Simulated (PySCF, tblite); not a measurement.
Isomers of C2H9N3Si2, one GFN2-xTB conformer each. Single-point energies are computed at PBE0/pcSseg-1 (PySCF, gas phase, no added dispersion term), electronic only.

Question: Rank them by PBE0/pcSseg-1 energy, lowest first (kJ/mol).
A. `[CH3:1][NH:2][SiH2:3][Si@H:4]([NH2:5])[C:6]#[N:7]` with C1–N2–Si3–Si4 173°, N2–Si3–Si4–N5 170°, Si3–Si4–N5–H 52° and -166°
B. `[N:1]#[C:2][CH2:3][Si@H:4]([NH2:5])[NH:6][SiH3:7]` with C2–C3–Si4–N5 -56°, C3–Si4–N5–H -178° and 45°, C3–Si4–N6–Si7 -74°
C. `[N:1]#[C:2][Si@@H:3]([NH2:4])[CH2:5][NH:6][SiH3:7]` with C2–Si3–N4–H 154° and -62°, C2–Si3–C5–N6 179°, Si3–C5–N6–Si7 141°

Answer: B (0.0), A (100.9), C (101.8).

Neighbours under 10 kJ/mol apart (CN[SiH2][Si@H](N)C#N and N#C[Si@@H](N)CN[SiH3]) can change places with a better method, another conformer or zero-point energy. GFN2-xTB itself gives, in the same order: 0.0, 146.1, 129.6. Both levels put the same isomer lowest; measured from each level's own lowest isomer, the values differ by up to 45.2 kJ/mol (CN[SiH2][Si@H](N)C#N: 146.1 against 100.9).

Which frontier levels, dipoles and rotational constants go with these structures?

```tsv
SMILES	HOMO (eV, PBE0/pcSseg-1)	LUMO (eV)	dipole (D)	A, B, C (MHz)
N#CC[Si@H](N)N[SiH3]	-7.60	0.13	4.16	3751, 855.7, 732.2
CN[SiH2][Si@H](N)C#N	-6.97	-1.13	3.73	2583, 1001, 773.4
N#C[Si@@H](N)CN[SiH3]	-6.97	-0.42	4.33	4267, 721.3, 666.0
```

What happens when harmonic zero-point energies from GFN2-xTB frequencies are added?

| SMILES | ZPE (kJ/mol) | electronic (kJ/mol) | with ZPE (kJ/mol) |
| --- | --- | --- | --- |
| N#CC[Si@H](N)N[SiH3] | 286.2 | 0.0 | 0.0 |
| CN[SiH2][Si@H](N)C#N | 293.9 | 100.9 | 108.5 |
| N#C[Si@@H](N)CN[SiH3] | 286.9 | 101.8 | 102.4 |

The zero-point energies span 7.7 kJ/mol. The lowest isomer stays, but the order above it changes.
